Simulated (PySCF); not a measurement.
RbI, SMILES [Rb][I].

Coordinates come from a B3LYP-D3(BJ)/def2-TZVPD optimisation. The def2 effective core potentials stand for the cores of I, Rb; spin–orbit coupling is left out.

Two levels are set side by side: TDDFT-PBE/def2-TZVPD (PySCF) and TDDFT-B3LYP/def2-TZVPD (PySCF). Vertical, same geometry. The lowest singlet is HOMO−1→LUMO 100 % with PBE and HOMO−1→LUMO 99 % with the other functional; states are paired by order. Differences are taken from unrounded values.

```tsv
quantity	TDDFT-B3LYP
lowest singlet excitation (eV)	2.65
lowest triplet excitation (TDA) (eV)	2.61
first bright state (f over 0.05) (eV)	3.09
its oscillator strength	0.14
```

Q: What does TDDFT-PBE give, and how far is it from TDDFT-B3LYP? (The exact figures need the calculation; the answer reports its results.)

A: 
```
quantity                               TDDFT-PBE  TDDFT-PBE minus TDDFT-B3LYP
-------------------------------------  ---------  ---------------------------
lowest singlet excitation (eV)              2.29                        -0.36
lowest triplet excitation (TDA) (eV)        2.24                        -0.37
first bright state (f over 0.05) (eV)       2.77                        -0.31
its oscillator strength                     0.14                         0.01
```

A lower first singlet is the usual sign of a functional without exact exchange. Differences between two approximate levels are no errors against the true value.

Rough cost on one machine, each run with all the roots and properties that it gave: TDDFT-B3LYP against TDDFT-PBE about 2 times.
